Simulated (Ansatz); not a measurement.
Reaction (isomerisation): `C=C[SiH2][SiH2]F` → `CC1(F)[SiH2][SiH2]1`

Gas-phase electronic energies from Ansatz, PBE0-D4/def2-TZVP geometries. CCSD(T)/CBS is the MP2 limit (def2-TZVPP, def2-QZVPP) plus CCSD(T) − MP2 in def2-TZVPP, frozen cores. DFT in def2-TZVPP. Each species was taken in one conformer, which may not be the lowest.

| level | ΔE (kJ/mol) |
| --- | --- |
| r2SCAN | 242.2 |
| SCS-MP2/def2-QZVPP | 277.4 |

Task: What does CCSD(T)/CBS give? (Estimate.)

Result: Ansatz gave: +265.3 kJ/mol. The listed levels differ from it by -23.1, 12.1 kJ/mol.

Largest T1 diagnostic among the species: 0.013.

From PBE to PBE0 (25 % exact exchange), in def2-TZVPP and without D4, ΔE moves by +8.6 kJ/mol. In def2-TZVPP, CCSD(T) changes the Hartree–Fock value by −45.6 kJ/mol (the triples alone add −6.3 kJ/mol) and MP2 by −43.5 kJ/mol. The D4 term adds −4.4 kJ/mol with B3LYP and −2.0 kJ/mol with PBE0; it sums over pairs of atoms, weighted by their polarisabilities, and B3LYP, whose exchange is more repulsive, gets the larger term.

B3LYP here is the variant with VWN-RPA as its local correlation; programs differ in this.
